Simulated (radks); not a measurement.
Species: Cd I. Configuration: [Kr] 4d10 5s2 (the NIST ground configuration).

Calculated with a radial shooting solver on a logarithmic mesh with Libxc functionals: scalar-relativistic Kohn-Sham, PBE, spin-polarised, spherical densities, point nucleus.

Energy parts (eV):
total: -152238.287
kinetic: 158417.810
electron-nucleus: -368091.845
Hartree: 61634.423
exchange-correlation: -4198.675

Orbitals (lengths in bohr, moments of r in powers of bohr; r(max) is where P^2 peaks; r(90%) holds 90 % of the orbital's charge):
1s: occ. 2; eigenvalue (eV) -26525.77; <1/r> 50.64; r(max) 0.01968; r(90%) 0.0546; <r^4> 4.064e-06
2s: occ. 2; eigenvalue (eV) -3938.052; <1/r> 11.52; r(max) 0.1112; r(90%) 0.203; <r^4> 0.0007173
2p: occ. 6; eigenvalue (eV) -3533.506; <1/r> 11.11; r(max) 0.08899; r(90%) 0.187; <r^4> 0.0005148
3s: occ. 2; eigenvalue (eV) -733.9696; <1/r> 4.063; r(max) 0.3239; r(90%) 0.527; <r^4> 0.03299
3p: occ. 6; eigenvalue (eV) -601.2704; <1/r> 3.869; r(max) 0.3171; r(90%) 0.537; <r^4> 0.03517
3d: occ. 10; eigenvalue (eV) -393.6371; <1/r> 3.642; r(max) 0.2658; r(90%) 0.529; <r^4> 0.03312
4s: occ. 2; eigenvalue (eV) -105.9181; <1/r> 1.572; r(max) 0.7953; r(90%) 1.28; <r^4> 1.153
4p: occ. 6; eigenvalue (eV) -66.9675; <1/r> 1.416; r(max) 0.8454; r(90%) 1.42; <r^4> 1.766
4d: occ. 10; eigenvalue (eV) -11.7331; <1/r> 1.053; r(max) 0.9809; r(90%) 2.07; <r^4> 8.780
5s: occ. 2; eigenvalue (eV) -5.6597; <1/r> 0.4432; r(max) 2.334; r(90%) 4.42; <r^4> 165.0

The highest occupied level is 5s at -5.660 eV. For comparison, the ionisation energy in NIST's Atomic Spectra Database is 8.994 eV (measured). In exact Kohn-Sham theory the highest level is minus the ionisation energy, but local and semilocal functionals leave it too shallow, through self-interaction and a potential that decays too fast; potentials with the right tail come closer. The density falls to 0.001 e/bohr^3 at r = 4.38 bohr.
